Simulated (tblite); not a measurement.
Compound: C6H7Cl3Si.
Numbering: `[CH2:1]=[C:2]([C:3]#[C:4][SiH2:5][CH3:6])[C:7]([Cl:8])([Cl:9])[Cl:10]` (hydrogens: H11, H12 on C1; H13, H14 on Si5; H15, H16, H17 on C6)

Computed with GFN2-xTB (tblite), gas phase: L-BFGS steps from a force-field or distance-geometry start until the largest atomic force falls under 0.01 eV/Å.

The end geometry, which sets the zero of energy:
```
atom  x, y, z in Å
C1     -3.0004   -0.8341    0.6665
C2     -2.0263   -0.0674    0.1824
C3     -0.6567   -0.4214    0.2744
C4      0.5177   -0.6973    0.3395
Si5     2.3301   -1.0810    0.4152
C6      3.2385    0.3557   -0.4257
C7     -2.2457    1.2474   -0.5115
Cl8    -3.9455    1.7136   -0.6381
Cl9    -1.3788    2.5345    0.3776
Cl10   -1.5661    1.1623   -2.1640
H11    -2.7639   -1.7646    1.1518
H12    -4.0366   -0.5583    0.5931
H13     2.5472   -2.3439   -0.2991
H14     2.7011   -1.1971    1.8299
H15     2.9272    0.4658   -1.4611
H16     3.0374    1.2975    0.0778
H17     4.3138    0.2002   -0.4186
```

Problem. These geometries come from the run, each turned onto the end geometry. Order them by energy, lowest first.
A.
```
atom  x, y, z in Å
C1     -2.9171   -0.8559    0.6713
C2     -2.0537    0.0145    0.1354
C3     -0.6644   -0.3087    0.2138
C4      0.5050   -0.6078    0.2867
Si5     2.3104   -1.0709    0.4127
C6      3.3867    0.2655   -0.3891
C7     -2.4243    1.3264   -0.5432
Cl8    -4.1762    1.6586   -0.5876
Cl9    -1.6563    2.7077    0.3091
Cl10   -1.8505    1.3307   -2.2411
H11    -2.5589   -1.7645    1.1360
H12    -3.9820   -0.7215    0.6779
H13     2.5441   -2.3456   -0.2702
H14     2.7060   -1.2122    1.8171
H15     3.1379    0.3901   -1.4383
H16     3.2512    1.2161    0.1151
H17     4.4353   -0.0106   -0.3154
```
B.
```
atom  x, y, z in Å
C1     -2.9894   -0.8520    0.6749
C2     -2.0511   -0.0509    0.1756
C3     -0.6698   -0.3622    0.2442
C4      0.5135   -0.6031    0.2890
Si5     2.3112   -1.0443    0.3967
C6      3.3567    0.3155   -0.4121
C7     -2.3357    1.2557   -0.5095
Cl8    -4.0549    1.6569   -0.5970
Cl9    -1.5008    2.5749    0.3648
Cl10   -1.6911    1.2002   -2.1780
H11    -2.7124   -1.7753    1.1524
H12    -4.0355   -0.6108    0.6194
H13     2.4811   -2.3181   -0.3126
H14     2.6367   -1.1646    1.8228
H15     3.1036    0.4433   -1.4609
H16     3.2159    1.2737    0.0803
H17     4.4151    0.0730   -0.3599
```
C.
```
atom  x, y, z in Å
C1     -2.9203   -0.8536    0.6708
C2     -2.0326   -0.0085    0.1499
C3     -0.6422   -0.2826    0.1979
C4      0.5328   -0.5574    0.2618
Si5     2.3110   -1.0659    0.4091
C6      3.3810    0.2784   -0.3940
C7     -2.3942    1.2851   -0.5213
Cl8    -4.1350    1.6025   -0.5609
Cl9    -1.6045    2.6457    0.3343
Cl10   -1.7972    1.2708   -2.2093
H11    -2.5865   -1.7636    1.1367
H12    -3.9769   -0.6620    0.6437
H13     2.4478   -2.3507   -0.2892
H14     2.6012   -1.1988    1.8430
H15     3.1285    0.4087   -1.4435
H16     3.2434    1.2379    0.0986
H17     4.4369    0.0258   -0.3377
```
D.
```
atom  x, y, z in Å
C1     -2.9044   -0.8655    0.6760
C2     -2.0579    0.0286    0.1249
C3     -0.6532   -0.3316    0.2271
C4      0.5002   -0.6083    0.2862
Si5     2.3179   -1.0493    0.4032
C6      3.3776    0.2491   -0.3861
C7     -2.4257    1.3458   -0.5551
Cl8    -4.1889    1.6677   -0.5915
Cl9    -1.6555    2.7194    0.3133
Cl10   -1.8517    1.3331   -2.2503
H11    -2.5611   -1.7796    1.1444
H12    -3.9924   -0.7257    0.6812
H13     2.5498   -2.3477   -0.2691
H14     2.7119   -1.2149    1.8165
H15     3.1350    0.3868   -1.4403
H16     3.2487    1.2189    0.1221
H17     4.4426   -0.0147   -0.3124
```
E.
```
atom  x, y, z in Å
C1     -2.9237   -0.8450    0.6659
C2     -2.0457    0.0093    0.1423
C3     -0.6516   -0.2655    0.1863
C4      0.5093   -0.6014    0.2864
Si5     2.3029   -1.0762    0.4147
C6      3.3762    0.2652   -0.3860
C7     -2.4196    1.2986   -0.5268
Cl8    -4.1553    1.6183   -0.5679
Cl9    -1.6452    2.6710    0.3113
Cl10   -1.8368    1.3083   -2.2160
H11    -2.5515   -1.7458    1.1250
H12    -3.9893   -0.6917    0.6616
H13     2.5185   -2.3543   -0.2808
H14     2.6787   -1.2064    1.8304
H15     3.1427    0.4015   -1.4377
H16     3.2553    1.2270    0.1035
H17     4.4283   -0.0008   -0.3222
```

Solution. B (0.005 eV), C (0.013 eV), E (0.036 eV), A (0.082 eV), D (0.214 eV).

In the order of the answer:

| step | E above end (eV) | largest force (eV/Å) | rms force component (eV/Å) | rms distance from end (Å) | rms bond change (Å) | bond most changed (Å) |
| --- | --- | --- | --- | --- | --- | --- |
| 48 | 0.005 | 0.03 | 0.010 | 0.110 | 0.000 | C7–Cl9 +0.001 |
| 21 | 0.013 | 0.05 | 0.017 | 0.174 | 0.001 | C7–Cl8 +0.003 |
| 7 | 0.036 | 0.32 | 0.084 | 0.189 | 0.003 | C4–Si5 +0.006 |
| 3 | 0.082 | 0.47 | 0.129 | 0.196 | 0.009 | C2–C7 +0.020 |
| 0 | 0.214 | 3.33 | 0.701 | 0.200 | 0.021 | Si5–C6 -0.044 |

The cost below is that of the whole relaxation. Hardware: one thread, Intel Xeon at 2.50 GHz (x86_64), shared host with 64 logical CPUs at a one-minute load of 60. Cost: 3.1 s wall.
